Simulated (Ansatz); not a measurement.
N-butylpyridinium tetrafluoroborate (C9H14BF4N), relaxed as a singlet with RKS r2SCAN-D4/def2-SVP in Ansatz, starting from the GFN2-xTB geometry. Force threshold 0.03 eV/Å.

Start:

Cartesian coordinates in Å:
```
C -0.229 0.493 4.297
C 0.305 0.942 2.942
C -0.223 0.055 1.816
C 0.322 0.515 0.464
N -0.155 -0.335 -0.608
C 0.568 -1.389 -0.986
C 0.154 -2.206 -2.018
C -1.032 -1.915 -2.675
C -1.769 -0.815 -2.265
C -1.298 -0.039 -1.227
H -1.315 0.543 4.315
H 0.156 1.132 5.087
H 0.072 -0.530 4.507
H 0.007 1.974 2.756
H 1.395 0.907 2.948
H -1.315 0.097 1.808
H 0.072 -0.981 2.000
H 0.015 1.540 0.248
H 1.413 0.492 0.458
H 1.509 -1.546 -0.483
H 0.775 -3.030 -2.327
H -1.357 -2.514 -3.511
H -2.678 -0.533 -2.769
H -1.811 0.856 -0.911
F 2.003 2.143 -3.574
B 1.303 1.278 -2.801
F 0.715 0.261 -3.548
F 2.123 0.671 -1.838
F 0.275 1.934 -2.105
```

```tsv
step	energy (eV)	largest force component (eV/Å)	SCF passes
1	-22572.8503	0.915	20
2	-22572.9656	0.740	20
3	-22572.9932	0.212	22
4	-22572.9967	0.092	23
5	-22572.9972	0.024	23
```

Force components are those of the run's own axes.

End:

```xyz
29

C    -0.2170    0.5218    4.2965
C     0.3041    0.9420    2.9276
C    -0.2139    0.0545    1.7980
C     0.3272    0.5034    0.4473
N    -0.1572   -0.3592   -0.6504
C     0.5783   -1.4215   -1.0358
C     0.1344   -2.2600   -2.0445
C    -1.0727   -1.9759   -2.6823
C    -1.7992   -0.8505   -2.2949
C    -1.3078   -0.0462   -1.2802
H    -1.3177    0.5671    4.3365
H     0.1726    1.1758    5.0911
H     0.0817   -0.5114    4.5380
H     0.0213    1.9900    2.7217
H     1.4089    0.9229    2.9229
H    -1.3199    0.0739    1.7829
H     0.0758   -0.9968    1.9847
H     0.0349    1.5281    0.1821
H     1.4233    0.4820    0.3943
H     1.5314   -1.5557   -0.5242
H     0.7559   -3.1051   -2.3446
H    -1.4301   -2.6107   -3.4970
H    -2.7260   -0.5665   -2.7956
H    -1.7980    0.8715   -0.9556
F     2.0323    2.1986   -3.4870
B     1.3178    1.3415   -2.6903
F     0.7008    0.3173   -3.4345
F     2.1648    0.7254   -1.7217
F     0.2938    2.0438   -1.9846
```

By distances, no bond broke or formed. The bond that changes most is C4–N5, from 1.45 to 1.48 Å (atoms count from 1).

No frequencies were taken in this run, so the end may be a saddle point.

Hardware: 4 threads of Arm Neoverse N1 on a shared host. Wall time 74 s, peak host memory 0.59 GiB.
